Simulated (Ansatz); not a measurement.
One geometry of CH3BO2Si, several functionals.

```yaml
crystal:
  periodic: [false, false, false]
  atoms:
    - {symbol: O, position_ang: [-0.032964, -2.041439, 1.885518]}
    - {symbol: C, position_ang: [0.364478, -1.054200, 1.459451]}
    - {symbol: B, position_ang: [0.836936, 0.190016, 0.885315]}
    - {symbol: Si, position_ang: [-0.054914, 0.596825, -0.673253]}
    - {symbol: O, position_ang: [-1.230876, -0.337700, -1.318849]}
    - {symbol: H, position_ang: [1.694701, 0.851355, 1.375280]}
    - {symbol: H, position_ang: [0.158809, 1.788282, -1.534787]}
    - {symbol: H, position_ang: [-1.643870, -0.050340, -2.134475]}
basis:
  gaussian: {orbitals: def2-TZVPP}
hamiltonian: {xc: {name: B97M-V}}
output: {orbitals: {seedname: orbitals}}
```

```sh
$ ansatz run in.yaml --threads 2 --pin off --events-out ev --progress --plain --max-ram 4352MiB
```

It prints (some lines left out):

```
Functional definition: B97M-V
1116 factors; their error is unknown
mean field evaluation 1: about -13723.5007 eV, gradient 6.9e1 eV
mean field evaluation 2: about -13698.2362 eV, gradient 1.2e2 eV
mean field evaluation 4: about -13732.5874 eV, gradient 1.9e1 eV
mean field evaluation 8: about -13733.6293 eV, gradient 4.3e-1 eV
mean field evaluation 16: about -13733.6141 eV, gradient 1.7e-4 eV
mean field -13733.61412878 eV, -504.7010102548 hartree, gradient 5.0e-5 eV, S^2 0.000000; 0 other end points of the search recorded, 0 dependent functions left out
reference -13733.61418759 eV, -504.7010124161 hartree; 22, 22 occupied and 186, 186 virtual orbitals, 1116 factors
Total energy: -13733.61418759 eV, -504.7010124161 hartree
```

Run time 3.7 s (2 threads of an Intel Xeon 6975P-C on a shared host); peak host memory 0.3 GiB.

With the line `hamiltonian: {xc: r2scan, dispersion: d4}` and forces (abridged; 2.4 s):

```
Functional definition: r2SCAN
mean field evaluation 16: about -13732.7509 eV, gradient 2.5e-4 eV
mean field -13732.75091271 eV, -504.6692876491 hartree, gradient 1.1e-5 eV, S^2 0.000000
Total energy: -13732.79147116 eV, -504.6707781446 hartree
Atom 0 force    -0.252373    -0.600601     0.245271 eV/Å
Atom 1 force     0.280541     0.636145    -0.242698 eV/Å
Atom 2 force     0.010338    -0.077729     0.088133 eV/Å
Atom 3 force     0.036320     0.134745    -0.081464 eV/Å
Atom 4 force    -0.064355    -0.096854     0.008797 eV/Å
Atom 5 force    -0.018732    -0.004262    -0.020323 eV/Å
Atom 6 force     0.014770    -0.000838     0.019945 eV/Å
Atom 7 force    -0.006509     0.009393    -0.017659 eV/Å
Dipole moment:    -0.226660     0.285358    -0.570240 e Å
```

With the line `hamiltonian: {xc: lda}` (abridged; 0.85 s):

```
Functional definition: SPW92
mean field evaluation 16: about -13658.5388 eV, gradient 2.3e-4 eV
mean field -13658.53882431 eV, -501.9420437034 hartree, gradient 6.4e-5 eV, S^2 0.000000
Total energy: -13658.53886298 eV, -501.9420451244 hartree
```

With the line `hamiltonian: {xc: {name: LC-wPBE}}` (abridged; 1.8 s):

```
Functional definition: LC-wPBE
mean field evaluation 16: about -13729.5935 eV, gradient 1.6e-4 eV
mean field -13729.59352402 eV, -504.5532557551 hartree, gradient 1.1e-5 eV, S^2 0.000000
Total energy: -13729.59352403 eV, -504.5532557554 hartree
```

With the line `hamiltonian: {xc: {name: BHLYP}, dispersion: d4}` (abridged; 1.9 s):

```
Functional definition: BHLYP
mean field evaluation 16: about -13733.2179 eV, gradient 9.7e-5 eV
mean field -13733.21790837 eV, -504.6864494232 hartree, gradient 3.1e-5 eV, S^2 0.000000
Total energy: -13733.43311651 eV, -504.6943581766 hartree
```

The same input with `hamiltonian: {xc: {name: revPBE}, dispersion: d4}` (abridged; 1.2 s):

```
Functional definition: revPBE
mean field evaluation 16: about -13733.2139 eV, gradient 1.6e-4 eV
mean field -13733.21385199 eV, -504.6863003538 hartree, gradient 7.3e-5 eV, S^2 0.000000
Total energy: -13733.71301871 eV, -504.7046443927 hartree
```
